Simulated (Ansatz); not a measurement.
`BN[SiH2]OC`. Charge 0, multiplicity 1.

```json
{"atom": "B1", "x (Å)": "-1.134", "y (Å)": "2.327", "z (Å)": "-0.804"}
{"atom": "N2", "x (Å)": "-0.349", "y (Å)": "1.200", "z (Å)": "-1.077"}
{"atom": "Si3", "x (Å)": "-0.426", "y (Å)": "-0.323", "z (Å)": "-0.260"}
{"atom": "O4", "x (Å)": "0.943", "y (Å)": "-0.498", "z (Å)": "0.623"}
{"atom": "C5", "x (Å)": "1.332", "y (Å)": "-1.715", "z (Å)": "1.217"}
{"atom": "H6", "x (Å)": "-0.975", "y (Å)": "3.329", "z (Å)": "-1.440"}
{"atom": "H7", "x (Å)": "-1.957", "y (Å)": "2.262", "z (Å)": "0.063"}
{"atom": "H8", "x (Å)": "0.344", "y (Å)": "1.290", "z (Å)": "-1.809"}
{"atom": "H9", "x (Å)": "-1.642", "y (Å)": "-0.313", "z (Å)": "0.588"}
{"atom": "H10", "x (Å)": "-0.484", "y (Å)": "-1.439", "z (Å)": "-1.246"}
{"atom": "H11", "x (Å)": "0.709", "y (Å)": "-1.950", "z (Å)": "2.086"}
{"atom": "H12", "x (Å)": "2.367", "y (Å)": "-1.618", "z (Å)": "1.549"}
{"atom": "H13", "x (Å)": "1.272", "y (Å)": "-2.549", "z (Å)": "0.508"}
```

Question: Give the diagnostics of a CCSD(T)/def2-TZVPP run (frozen core, Ansatz 0.2.0). (An estimate is asked.)

Answer: Ansatz gave: T1 = 0.0118, largest single amplitude 0.020, largest double 0.018, (T) share of the correlation energy 3.5 %, 9 CCSD cycles. The RHF solution is stable towards an unrestricted one. T1 lies under the customary mark of 0.02 for closed shells.
